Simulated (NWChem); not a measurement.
**Basis-set convergence for H₃GeI**

```xyz
5

Ge     1.5146    -0.0285     0.0000
I     -1.0269     0.0193     0.0000
H      1.9730    -0.7741     1.2761
H      1.9730    -0.7741    -1.2761
H      2.0146     1.4359     0.0000
```
Charge 0, spin multiplicity 1.

Program: NWChem. The geometry was optimised at PBE/def2-SVP with def2 effective core potentials on I, a minimum by its harmonic frequencies.

Quantity: vertical ionisation energy at the level ΔMP2 (Δ: difference of total energies, the cation a doublet at the parent's geometry with its hole in an orbital of symmetry a' (Cs labels); it is the state that the SCF runs reached, from PBE0 orbitals for Hartree-Fock references, and need not be the lowest).

Effective core potentials replace the inner electrons of I; spin-orbit coupling is left out. The correlated methods keep 13 core orbitals frozen. The structure started from a generated list of species. No SCF solution was tested for a lower state. Open-shell Hartree-Fock references start from PBE0 orbitals; any time given for them includes that run.

The cost column gives rough processor time relative to def2-SVP; each entry includes its own SCF.

Q: In def2-TZVPP the value is 9.90 eV. Among def2-SVP, def2-SVPD, def2-TZVP, which is the smallest basis within 0.05 eV of it?

A: def2-TZVP, with 116 functions against 140. def2-TZVPP isn't the basis-set limit itself, and a small set can land close by cancellation.

| basis | functions | vertical ionisation energy (eV) | relative cost |
|---|---|---|---|
| def2-SVP | 73 | 9.68 | 1 |
| def2-SVPD | 97 | 9.75 | under 3 |
| def2-TZVP | 116 | 9.88 | 3 |
| def2-TZVPP | 140 | 9.90 | 5 |
